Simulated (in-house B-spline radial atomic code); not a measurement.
F is squeezed into an impenetrable sphere of radius R (the orbitals vanish at R). Computed with an all-electron radial atomic-structure program (B-spline basis): Dirac-Kohn-Sham LDA VWN5, spherical fractional occupations, Fermi nucleus of rms radius 2.8976 fm.

Energies in eV above the free atom in [He] 2s2 2p5:

```tsv
R (bohr)	highest level (eV)	[He] 2s2 2p5	[He] 2s1 2p6
9.73	-11.3	1.499e-05	18.39
6.37	-11.3	0.007409	18.4
5.09	-11.1	0.08	18.48
4.25	-10.6	0.3918	18.83
3.56	-9.42	1.51	20.08
3.03	-7.11	4.472	23.33
2.66	-3.82	9.906	29.19
2.34	1.27	20.34	40.22
1.79	21.2	76.56	97.77
1.56	38.8	139.3	160.4
```

**Question.** Does [He] 2s1 2p6 fall below [He] 2s2 2p5 under compression?

**Answer.** No, it stays above over the whole range.

The highest level is first positive in the row R = 2.34 bohr, pushed up by confinement above the zero of the free ion's potential. Each configuration is held fixed and needn't be the lowest in the sphere.
